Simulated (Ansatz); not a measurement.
```yaml
crystal:
  periodic: [false, false, false]
  atoms:
    - {symbol: Ga, position_ang: [2.894511, -0.028694, 2.005936]}
    - {symbol: C, position_ang: [2.033132, -0.060511, 6.232234]}
    - {symbol: H, position_ang: [-0.356797, 0.099499, 6.600234]}
    - {symbol: H, position_ang: [3.093649, 1.792821, 7.379031]}
    - {symbol: H, position_ang: [2.812793, -2.107707, 7.270667]}
    - {symbol: C, position_ang: [6.629047, -0.024024, -0.149914]}
    - {symbol: H, position_ang: [6.222183, -0.212859, -2.531274]}
    - {symbol: H, position_ang: [8.054593, -1.867549, 0.516138]}
    - {symbol: H, position_ang: [7.857989, 2.029680, 0.236751]}
    - {symbol: O, position_ang: [0.478599, 3.103417, 0.271074]}
    - {symbol: C, position_ang: [-1.823834, 2.763121, -1.302563]}
    - {symbol: C, position_ang: [-3.264832, 5.564729, -2.302696]}
    - {symbol: C, position_ang: [-3.036624, 0.029333, -2.115838]}
    - {symbol: C, position_ang: [-1.867372, -2.727993, -1.317573]}
    - {symbol: C, position_ang: [-3.351869, -5.500558, -2.335178]}
    - {symbol: O, position_ang: [0.432547, -3.113553, 0.248951]}
    - {symbol: H, position_ang: [-5.238741, 5.185011, -3.639360]}
    - {symbol: H, position_ang: [-3.841175, 6.892127, -0.358543]}
    - {symbol: H, position_ang: [-1.660803, 6.864099, -3.572767]}
    - {symbol: H, position_ang: [-5.017780, 0.048735, -3.470269]}
    - {symbol: H, position_ang: [-5.272345, -5.082247, -3.736617]}
    - {symbol: H, position_ang: [-4.031058, -6.784417, -0.394284]}
    - {symbol: H, position_ang: [-1.745770, -6.862394, -3.534117]}
basis:
  gaussian: {orbitals: def2-mTZVP, final_grid: {core_spheres: 5, valence_spheres: 4, degree: 11}}
magnetization: {spin_polarized: true, initial_magnetization: 2}
hamiltonian: {xc: {name: revPBE}, dispersion: d3bjatm}
scf: {omitted_lower_state_checks: [starts]}
output: {forces: true}
```

```sh
$ ansatz run in.yaml --threads 2 --pin off --events-out ev --progress --plain --max-ram 22528MiB --backend cuda --devices 0, --max-vram 18GiB
```

Output, abridged:

```
Functional definition: revPBE
2539 factors; their error is unknown
mean field evaluation 1: about -63763.6599 eV, gradient 1.1e2 eV
mean field evaluation 2: about -62375.3993 eV, gradient 2.7e2 eV
mean field evaluation 4: about -63301.1984 eV, gradient 1.9e2 eV
mean field evaluation 8: about -63846.1716 eV, gradient 2.4e0 eV
mean field evaluation 16: about -63851.9670 eV, gradient 1.0e0 eV
mean field evaluation 32: about -63852.3604 eV, gradient 2.5e-2 eV
mean field -63852.36100493 eV, -2346.5309862464 hartree, gradient 9.9e-8 eV, S^2 12.317561; 0 other end points of the search recorded, 0 dependent functions left out
reference -63852.36115797 eV, -2346.5309918705 hartree; 52, 50 occupied and 204, 206 virtual orbitals, 2539 factors
Total energy: -63853.04584103 eV, -2346.5561535089 hartree
Atom 0 at     2.894511    -0.028694     2.005936 Å, force    -0.221498     0.003266    -0.156790 eV/Å
Atom 1 at     2.033132    -0.060511     6.232234 Å, force    -0.199167     0.000971     0.892903 eV/Å
Atom 2 at    -0.356797     0.099499     6.600234 Å, force     0.917696    -0.068437    -0.157733 eV/Å
Atom 3 at     3.093649     1.792821     7.379031 Å, force    -0.391975    -0.713765    -0.467874 eV/Å
Atom 4 at     2.812793    -2.107707     7.270667 Å, force    -0.290742     0.774735    -0.416223 eV/Å
Atom 5 at     6.629047    -0.024024    -0.149914 Å, force     0.786424    -0.014925    -0.471830 eV/Å
Atom 6 at     6.222183    -0.212859    -2.531274 Å, force     0.138200     0.082106     0.921715 eV/Å
Atom 7 at     8.054593    -1.867549     0.516138 Å, force    -0.571231     0.715397    -0.232289 eV/Å
Atom 8 at     7.857989     2.029680     0.236751 Å, force    -0.484026    -0.775353    -0.134945 eV/Å
Atom 9 at     0.478599     3.103417     0.271074 Å, force    -0.723623    -0.302731    -0.504119 eV/Å
Atom 10 at    -1.823834     2.763121    -1.302563 Å, force     0.469013    -0.277849     0.327669 eV/Å
Atom 11 at    -3.264832     5.564729    -2.302696 Å, force    -0.246288     0.704175    -0.176154 eV/Å
Atom 12 at    -3.036624     0.029333    -2.115838 Å, force    -0.013953     0.000801    -0.009638 eV/Å
Atom 13 at    -1.867372    -2.727993    -1.317573 Å, force     0.475169     0.266588     0.325209 eV/Å
Atom 14 at    -3.351869    -5.500558    -2.335178 Å, force    -0.261336    -0.698598    -0.174566 eV/Å
Atom 15 at     0.432547    -3.113553     0.248951 Å, force    -0.731655     0.317470    -0.488532 eV/Å
Atom 16 at    -5.238741     5.185011    -3.639360 Å, force     0.761924     0.125396     0.515838 eV/Å
Atom 17 at    -3.841175     6.892127    -0.358543 Å, force     0.213067    -0.509578    -0.728395 eV/Å
Atom 18 at    -1.660803     6.864099    -3.572767 Å, force    -0.604917    -0.500710     0.473909 eV/Å
Atom 19 at    -5.017780     0.048735    -3.470269 Å, force     0.590450    -0.006147     0.400277 eV/Å
Atom 20 at    -5.272345    -5.082247    -3.736617 Å, force     0.742299    -0.140137     0.540820 eV/Å
Atom 21 at    -4.031058    -6.784417    -0.394284 Å, force     0.250840     0.494626    -0.727812 eV/Å
Atom 22 at    -1.745770    -6.862394    -3.534117 Å, force    -0.604672     0.522698     0.448561 eV/Å
Dipole moment:     1.166258    -0.010514     0.825057 e Å
Checks for a lower state left out: starts
```

In this input the geometry is stretched to more than twice its size. Self-consistency was reached. The result belongs to that input, not to the species as meant.

The charge 0 triplet is spin-contaminated (final ⟨S²⟩ up to 12.32, 2.00 for a pure state).
